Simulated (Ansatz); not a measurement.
```yaml
crystal:
  periodic: [false, false, false]
  atoms:
    - {symbol: Al, position_ang: [-1.024714, 1.318033, 0.184669]}
    - {symbol: B, position_ang: [-0.096301, -0.521047, 0.932291]}
    - {symbol: C, position_ang: [1.238867, -0.807412, 0.529204]}
    - {symbol: Ga, position_ang: [0.007953, -0.707105, -1.088912]}
    - {symbol: Cl, position_ang: [0.334896, 1.402831, -1.680512]}
    - {symbol: H, position_ang: [-2.426864, 1.378405, -0.404282]}
    - {symbol: H, position_ang: [-0.491155, 2.341214, 1.180182]}
    - {symbol: H, position_ang: [-0.688809, -1.165511, 1.675213]}
    - {symbol: H, position_ang: [1.842415, -0.116001, 0.012322]}
    - {symbol: H, position_ang: [1.798351, -1.611763, 0.890584]}
    - {symbol: H, position_ang: [-0.494648, -1.511646, -2.230749]}
basis:
  gaussian: {orbitals: aug-cc-pVDZ}
magnetization: {spin_polarized: true, initial_magnetization: 0}
hamiltonian: {xc: {name: r2SCAN}}
correlation: {method: rpa}
```

```sh
$ ansatz run in.yaml --threads 4 --pin off --events-out ev --progress --plain --max-ram 10444MiB
```

Output, abridged:

```
Functional definition: r2SCAN
1917 factors; integrals over basis functions are off by at most 4.1e-4 eV
mean field evaluation 1: about -73291.6207 eV, gradient 4.9e1 eV
mean field evaluation 2: about -73291.6152 eV, gradient 4.9e1 eV
mean field evaluation 4: about -73303.3144 eV, gradient 1.5e1 eV
mean field evaluation 8: about -73305.1196 eV, gradient 2.8e-1 eV
mean field evaluation 16: about -73305.1242 eV, gradient 6.6e-5 eV
mean field -73305.12423633 eV, -2693.9136276874 hartree, gradient 1.5e-6 eV, S^2 0.000000; 0 other end points of the search recorded, 0 dependent functions left out
21 core orbitals not correlated: weight in the atoms' cores, before any rotation towards them, 1.000 or more for the frozen orbitals, at most 0.000 for the correlated occupied ones
reference -73215.91337927 eV, -2690.6351891595 hartree; 18, 18 occupied and 151, 151 virtual orbitals, 1917 factors
Total energy: -73241.55919883 eV, -2691.5776556451 hartree
```

Run time 15 s (4 threads of an Arm Neoverse V2 on a shared host); peak host memory 0.84 GiB.
